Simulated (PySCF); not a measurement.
# How methods differ on the excitation energy of Mn+

Mn+ [Ar] 3d5 4s1 (7S) → Mn+ [Ar] 3d4 4s1 4p1 (high-spin determinant), as a difference of total energies. All numbers are calculated (PySCF 2.14, no relativity, point nucleus, in aug-cc-pVDZ (7s6p4d2f, 59 functions)). Correlated levels: valence: [Ar] frozen. The calculations carry no spin-orbit coupling.

| method | excitation energy (eV) |
| --- | --- |
| UHF | 9.726 |
| MP2 (valence) | 10.429 |
| SCS-MP2 (valence) | 9.960 |
| CCSD (valence) | 10.423 |
| CCSD(T) (valence) | 10.430 |

Question: How much does correlation contribute at CCSD(T) (valence)?

Answer: 10.430 − (9.726) = 0.704 eV, measured against UHF.

The determinant of the upper state mixes LS terms, which raises its energy above the lowest term, most at the Hartree-Fock and MP2 levels.
